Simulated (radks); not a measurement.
Values are calculated unless marked as measured or tabulated.
Problem. These are the eigenvalues of the occupied orbitals of an atom or ion with whole-number occupations (eV). Code: a radial shooting solver on a logarithmic mesh with Libxc functionals. Model: Dirac Kohn-Sham, exchange-only LDA, spin-unpolarised, spherical densities, point nucleus.

orbital  eigenvalue
1s1/2     -90452.68
2s1/2     -16239.70
2p1/2     -15605.46
2p3/2     -13287.78
3s1/2     -3920.461
3p1/2     -3633.638
3p3/2     -3114.820
3d3/2     -2643.953
3d5/2     -2533.906
4s1/2     -900.4533
4p1/2     -775.8439
4p3/2     -647.7410
4d3/2     -444.8762
4d5/2     -420.9735
5s1/2     -159.6599
4f5/2     -157.4047
4f7/2     -151.9140
5p1/2     -116.3236
5p3/2      -91.4478
5d3/2      -31.1957
5d5/2      -28.1899
6s1/2      -17.0878
6p1/2       -8.4363
7p1/2       -0.7643

Which element is it, and in what charge state? The configuration may be excited. Open shells, if any, fill j = l - 1/2 first.

Solution. Z = 83, bismuth, charge 0: Bi in [Hg] 6p2 7p1. The list shows which subshells hold electrons but not how many an open one holds; the 1s level, -3324.1 hartree, gives Z - s = 81.5 by -(Z - s)^2/2, which with screening and relativity narrows Z to a few neighbours, and the depths of the outer levels then fix element, charge and occupations together.
